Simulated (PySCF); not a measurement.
# Working out the ionisation energy of Cr

Cr [Ar] 3d5 4s1 (7S) → Cr⁺ [Ar] 3d5 (6S). All numbers are calculated (PySCF 2.14, scalar relativity by spin-free X2C-1e, in aug-cc-pVDZ-DK (7s6p4d2f, 59 functions)). Frozen: [Ar]. Energies in hartree (1 hartree = 27.21139 eV):

| part | Cr (lower) | Cr⁺ (upper) |
| --- | --- | --- |
| UHF | -1049.653594 | -1049.432637 |
| MP2 opposite-spin | 0.000000 | 0.000000 |
| MP2 same-spin | -0.083178 | -0.066150 |

Problem. What does Hartree-Fock give?

Solution. (-1049.432637) − (-1049.653594) = 0.220957 hartree = 6.013 eV.

Problem. What do MP2 and SCS-MP2 (6/5 opposite-spin, 1/3 same-spin) give?

Solution. The opposite-spin parts differ by 0.000 eV and the same-spin parts by 0.463 eV. MP2: 6.013 + (0.000) + (0.463) = 6.476 eV. SCS-MP2: 6.013 + 1.2 × (0.000) + (0.463)/3 = 6.167 eV.

Measured between the centres of the two terms (NIST): 6.767 eV, so MP2 (valence) is off by -0.291 eV.

A double-zeta basis recovers only part of the correlation energy.

What remains against the reference includes basis incompleteness, the frozen core and correlation beyond second order.
